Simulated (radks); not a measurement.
Neutral erbium inside a hard spherical wall (all orbitals vanish at R), configuration held at [Xe] 4f12 6s2 and not refilled when levels cross. All-electron calculation, scalar-relativistic Kohn-Sham, PBEsol, spin-polarised, spherical densities, finite nucleus; open shells are filled with parallel spins first (spin-orbit coupling, left out, can overturn this in heavy ions); Fermi nuclear charge, rms radius 5.2516 fm. Program: a radial shooting solver on a logarithmic mesh with Libxc functionals. Eigenvalues in eV for spin up, with the zero of energy where the potential of the charges vanishes at infinity; a dash marks a level that is unbound or too diffuse for the functional's potential to be trusted. A positive occupied level is held by the wall or, in an anion where self-interaction has pushed it up, behind a barrier. The pressure on the wall is -dE/dV.

R (bohr)  E (hartree)  kinetic (hartree)    e(5s)    e(5p)   e(4f)   e(6s)  e(6p, empty)  e(5d, empty)  pressure (GPa)
free      -13080.8751          14177.860  -52.298  -26.711  -3.893  -3.874             -             -               0
20        -13080.8751          14177.860  -52.298  -26.711  -3.893  -3.874        -1.120        -0.986        < 0.0001
15        -13080.8751          14177.860  -52.296  -26.709  -3.891  -3.872        -1.105        -0.982        0.000140
12        -13080.8748          14177.863  -52.270  -26.683  -3.865  -3.853        -1.024        -0.950         0.00470
8         -13080.8605          14177.960  -51.691  -26.112  -3.299  -3.345         0.054        -0.362           0.507
7         -13080.8374          14178.081  -51.131  -25.564  -2.748  -2.747         1.126         0.213            1.70
6         -13080.7774          14178.348  -50.147  -24.613  -1.769  -1.457         3.283         1.283            6.12
5         -13080.6124          14178.993  -48.412  -22.966   0.009   1.537         7.966         3.353            25.2
1.5       -13016.0031          14383.314   97.016   144.37  132.65  462.67        518.62        217.61          184000
